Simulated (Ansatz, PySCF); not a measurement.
Molecule: BiBr₂, charge 1, multiplicity 1. It need not be the lowest isomer of its formula. SMILES: [Br][Bi+][Br]
Geometry from a B3LYP-D3(BJ)/def2-TZVP (Ansatz, an electronic-structure program) optimisation:
```xyz
3

Bi     0.6344     0.3168     0.1877
Br    -1.1065     1.0721    -1.4686
Br    -0.3980    -1.8234     1.0235
```
Charge +1, spin multiplicity 1.

Quantity: vertical electron affinity (to the doublet state of charge +0; a negative value means that the extra electron is unbound and the number depends on the basis; each state is the SCF solution reached for its spin), in eV. Correlated levels leave the core frozen unless marked. Open shells are spin-unrestricted. Spin-orbit coupling is left out. The frozen core is the preceding noble-gas configuration, with the filled d and f shells of earlier blocks. In def2 rows, elements after Kr have scalar-relativistic effective core potentials. CBS marks a two-point X^-3 extrapolation of the correlation energy; Hartree-Fock from the larger set. The bracket is a focal-point correction in the basis named.

| level | program | vertical electron affinity (eV) | minus last row |
|---|---|---|---|
| HF/def2-SVPD | Ansatz | 7.92 | -0.01 |
| HF/def2-TZVPPD | Ansatz | 7.86 | -0.07 |
| SVWN5/def2-TZVPD | Ansatz | 7.83 | -0.10 |
| PBE/def2-TZVPD | Ansatz | 7.67 | -0.26 |
| r2SCAN/def2-TZVPD | Ansatz | 7.93 | 0.00 |
| B3LYP/def2-TZVPD | Ansatz | 7.90 | -0.03 |
| PBE0/def2-TZVPD | Ansatz | 7.96 | 0.03 |
| BHLYP/def2-TZVPD | Ansatz | 8.06 | 0.13 |
| M06-2X/def2-TZVPD | PySCF | 8.20 | 0.27 |
| CAM-B3LYP/def2-TZVPD | Ansatz | 8.11 | 0.18 |
| wB97M-V/def2-TZVPD | Ansatz | 8.08 | 0.15 |
| wB97X-V/def2-TZVPD | Ansatz | 8.07 | 0.14 |
| wB97X/def2-TZVPD | Ansatz | 8.01 | 0.08 |
| B2PLYP/def2-TZVPD | Ansatz | 7.83 | -0.10 |
| RI-MP2/def2-QZVPPD | Ansatz | 7.89 | -0.04 |
| SCS-MP2/def2-TZVPPD | Ansatz | 7.81 | -0.12 |
| CCSD/def2-SVPD | Ansatz | 7.85 | -0.08 |
| CCSD(T)/def2-SVPD | Ansatz | 7.77 | -0.16 |
| CCSD(T)/def2-TZVPPD | Ansatz | 7.85 | -0.08 |
| RI-MP2/CBS(def2-TZVPPD,def2-QZVPPD)+[CCSD(T)-MP2]/def2-SVPD | Ansatz | 7.89 | -0.04 |
| RI-MP2/CBS(def2-TZVPPD,def2-QZVPPD)+[CCSD(T)-MP2]/def2-TZVPPD | Ansatz | 7.93 | 0.00 |
